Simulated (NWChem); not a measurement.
C₂H₂BFO; SMILES C(B(O)F)#C

```xyz
7

B     -0.0253     0.5129     0.0000
C     -0.0386    -1.0271     0.0000
C     -0.0117    -2.2547     0.0000
H     -0.0014    -3.3371     0.0000
F     -1.1745     1.1958     0.0000
O      1.1255     1.2367     0.0000
H      1.9112     0.6615     0.0000
```
Atoms are numbered in this order, from 1.

Results from NWChem. Pople sets run with spherical d functions. The geometry was optimised at PBE-D3(BJ)/def2-SVP. Vzz is the largest principal value of the second derivative of the potential at the nucleus (NWChem prints the opposite sign); η is the asymmetry. Non-relativistic.

```tsv
level	Vzz B1 (a.u.)	η B1	Vzz O6 (a.u.)	η O6	relative time
Hartree-Fock/6-31G*	0.343	0.36	1.327	0.29	1
Hartree-Fock/def2-SVP	0.349	0.35	1.371	0.24	1
PBE/def2-SVP	0.260	0.39	1.232	0.13	2
PBE/cc-pVTZ	0.296	0.31	1.192	0.12	8
```

Relative times are rough (shared machine, one core).
